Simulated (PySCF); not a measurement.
**`CCC[P@@](C)(=O)O`: 4 charge schemes on one density**

C4H11O2P.
Geometry (GFN2-xTB, Å), atoms numbered from 1 in this order:
```xyz
18
C4H11O2P angstrom
C      2.0172   -0.0743   -0.4933
C      1.4252    0.0696    0.9017
C      0.1885   -0.8003    1.0745
P     -1.1695   -0.3873   -0.0966
C     -1.4661    1.4173    0.0131
O     -1.0768   -0.9250   -1.4608
O     -2.4515   -1.0145    0.6711
H      2.8744    0.5838   -0.6187
H      1.2714    0.1701   -1.2454
H      2.3404   -1.0986   -0.6642
H      2.1706   -0.2175    1.6490
H      1.1651    1.1149    1.0840
H      0.4306   -1.8502    0.8935
H     -0.2159   -0.7088    2.0830
H     -1.5946    1.7241    1.0456
H     -2.3716    1.6324   -0.5496
H     -0.6366    1.9514   -0.4391
H     -2.9095   -1.5806    0.0474
```

Density: PBE0/pcSseg-1 (PySCF); schemes: Mulliken, IAO, Hirshfeld and ESP-fitted. Isolated species at its GFN2-xTB geometry (one conformer only).

Give the atomic charges in each scheme.

In e:

```
atom                     environment  Mulliken     IAO  Hirshfeld  ESP-fitted
  C1                   methyl carbon    -0.285  -0.422     -0.120      -0.388
  C2                chain CH2 carbon    -0.290  -0.247     -0.065      +0.298
  C3  sp3 carbon bound to phosphorus    -0.456  -0.522     -0.113      -0.576
  P4           phosphoryl phosphorus    +1.027  +1.694     +0.485      +1.166
  C5  sp3 carbon bound to phosphorus    -0.519  -0.701     -0.164      -0.678
  O6               phosphoryl oxygen    -0.610  -0.922     -0.406      -0.706
  O7                 hydroxyl oxygen    -0.521  -0.779     -0.255      -0.692
  H8                 methyl hydrogen    +0.115  +0.141     +0.041      +0.083
  H9                 methyl hydrogen    +0.138  +0.146     +0.034      +0.110
 H10                 methyl hydrogen    +0.116  +0.142     +0.043      +0.112
 H11              methylene hydrogen    +0.130  +0.140     +0.042      -0.011
 H12              methylene hydrogen    +0.122  +0.128     +0.035      -0.043
 H13              methylene hydrogen    +0.159  +0.160     +0.052      +0.159
 H14              methylene hydrogen    +0.158  +0.160     +0.046      +0.160
 H15                 methyl hydrogen    +0.149  +0.165     +0.052      +0.198
 H16                 methyl hydrogen    +0.162  +0.176     +0.058      +0.184
 H17                 methyl hydrogen    +0.156  +0.166     +0.054      +0.191
 H18               hydroxyl hydrogen    +0.250  +0.376     +0.179      +0.435
```

Mean size of the charges over all atoms: IAO 0.399 e, ESP-fitted 0.344 e, Mulliken 0.298 e, Hirshfeld 0.125 e. Each set sums to the total charge, 0, to within 0.001 e. The Hirshfeld scheme divides the density at each point in proportion to the densities of the neutral, spherically averaged free atoms. The ESP scheme fits charges at the nuclei, held to the total charge, to the electrostatic potential on points at 1.4 to 2.0 times the van der Waals radii.

Lowest charge. All schemes agree: Mulliken O6 (-0.610); IAO O6 (-0.922); Hirshfeld O6 (-0.406); ESP-fitted O6 (-0.706).

Highest charge. All schemes agree: Mulliken P4 (+1.027); IAO P4 (+1.694); Hirshfeld P4 (+0.485); ESP-fitted P4 (+1.166).

How closely do the schemes follow one another over all atoms?

Correlation coefficient and root-mean-square difference: Mulliken with IAO 0.99, 0.195 e; IAO with Hirshfeld 0.98, 0.390 e; Mulliken with Hirshfeld 0.96, 0.214 e; IAO with ESP-fitted 0.95, 0.197 e; Mulliken with ESP-fitted 0.93, 0.173 e; Hirshfeld with ESP-fitted 0.93, 0.298 e.

Sum the charges by element, for elements with more than one atom.

```tsv
element	atoms	Mulliken	IAO	Hirshfeld	ESP-fitted
C	4	-1.549	-1.892	-0.461	-1.344
O	2	-1.131	-1.701	-0.661	-1.397
H	11	+1.654	+1.899	+0.637	+1.575
```

How many electrons does the IAO scheme count on P4?

Z − q = 15 − (+1.694) = 13.306.

These values come from a run that also computed NMR shieldings. The run took about 80 s of CPU time (one thread, shared machine).
